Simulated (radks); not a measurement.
Values are calculated unless marked as measured or tabulated.
Numerical settings for neutral beryllium, [He] 2s2. Level of theory: non-relativistic Kohn-Sham, r2SCAN, spin-polarised, spherical densities, point nucleus; meta-GGA in the generalised Kohn-Sham scheme (a radial shooting solver on a logarithmic mesh with Libxc functionals). The defaults (mesh step 0.008 in ln r, mesh end at 40 bohr or more with all orbitals vanishing there, Anderson mixing 0.5 over 9 steps, residual threshold near 1e-9 with the energy settled to 1e-9 hartree or 1e-11 of itself, here a cap of 89 iterations) give E = -14.649 hartree and 2s at -5.746 eV in 11 iterations. Run on one thread of a shared host, so times are rough (Arm Neoverse N1): 0.09 s of CPU time, 0.09 s wall, 11 iterations on 2496 mesh points. Changes against that run (0 stands for a change within the tolerance of the run):

setting                    iterations         converged  E (mhartree)  e(2s) (meV)  CPU (s)
mesh step in ln r 0.003            11               yes             0            0     0.21
mesh step in ln r 0.12             89                no     -1.09e+05            -     0.24
mesh step in ln r 0.08             11               yes        -0.927        -0.59     0.02
mesh end (bohr) 3                  10  level above zero          +686    +1.38e+04     0.06
mesh end (bohr) 12                 11               yes      +0.00918        +1.13     0.09
residual threshold 0.1              8               yes             0      +0.0533     0.07
residual threshold 1e-05           10               yes             0     -0.00798     0.08
mixing 0.05                        13               yes             0            0      0.1
linear mixing, mixing 0.2          68               yes             0            0     0.44
linear mixing, mixing 0.8          13               yes             0            0     0.09
mixing history 20                  11               yes             0            0     0.09
iteration cap 8                     8                no             0      +0.0455     0.06

Settled on a wrong energy, with an occupied level pushed above zero by the early mesh end: mesh end (bohr) 3 (+0.686 hartree). Apart from these: no run marked as converged misses the energy by more than 1 mhartree. A mesh that ends early acts as a hard wall.
